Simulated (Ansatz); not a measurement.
Program: Ansatz. Geometries: PBE0-D4/def2-TZVP. ΔE: electronic, gas phase. CCSD(T)/CBS adds triple-zeta CCSD(T) − MP2 to the extrapolated MP2 energy (def2 sets, frozen cores). Functionals use def2-TZVPP. For Ge outer-core shells are correlated without core-valence functions, which leaves a few kJ/mol of doubt a bond. Scalar relativity is left out up to krypton. Each species was taken in one conformer, which may not be the lowest.

Consider the cleavage of the Si–Si bond: `O[SiH2][SiH](O)S` + `[NH2][GeH2][OH]` → `O[SiH2][NH][GeH2][OH]` + `O[SiH2]S`.

Q: Is it downhill or uphill in electronic energy at CCSD(T)/CBS, and by how much? (Estimate.)

A: The calculation gave: Downhill: ΔE = -1.03 eV.

Q: What do these levels give: B2PLYP, PBE, HF/def2-QZVPP, MP2/def2-QZVPP, MP2/CBS(def2), CCSD/CBS(def2)? (Estimate.)

A: The calculation gave: B2PLYP -1.03, PBE -0.78, HF/def2-QZVPP -1.13, MP2/def2-QZVPP -1.11, MP2/CBS(def2) -1.10, CCSD/CBS(def2) -1.04 eV.

Largest T1 diagnostic among the species: 0.012.

From PBE to PBE0 (25 % exact exchange), in def2-TZVPP and without D4, ΔE moves by −0.09 eV.
